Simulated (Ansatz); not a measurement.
Reaction (ligand exchange at the Sc–O bond): `[CH3][Sc]([NH2])[OH]` + `O[SiH3]` → `[CH3][Sc]([NH2])[O][SiH3]` + H₂O

Computed with Ansatz on PBE0-D4/def2-TZVP structures; ΔE is electronic, products minus reactants. CCSD(T)/CBS is the MP2 limit (def2-TZVPP, def2-QZVPP) plus CCSD(T) − MP2 in def2-TZVPP, frozen cores. This one scheme is used for every species. DFT in def2-TZVPP. For Sc outer-core shells are correlated without core-valence functions, which leaves a few kJ/mol of doubt a bond. Scalar relativity is left out up to krypton. Each species was taken in one conformer, which may not be the lowest.

| level | ΔE (kJ/mol) |
| --- | --- |
| r2SCAN-D4 | -27.3 |
| B97M-V | -28.7 |

(1) What does CCSD(T)/CBS give? (Best estimate.)

Largest T1 diagnostic among the species: 0.014.

Answers

(1) The calculation gave: -31.9 kJ/mol. The listed levels differ from it by 4.6, 3.2 kJ/mol.

From BLYP to BHLYP (50 % exact exchange), in def2-TZVPP and without D4, ΔE moves by −4.2 kJ/mol. The D4 term adds −4.5 kJ/mol with B3LYP and −2.8 kJ/mol with PBE0; it sums over pairs of atoms, weighted by their polarisabilities, and B3LYP, whose exchange is more repulsive, gets the larger term.

CCSD(T)/CBS has its own doubt, a few kJ/mol and more with outer-core shells, so smaller differences from it don't rank the levels.

B3LYP here is the variant with VWN-RPA as its local correlation; programs differ in this.
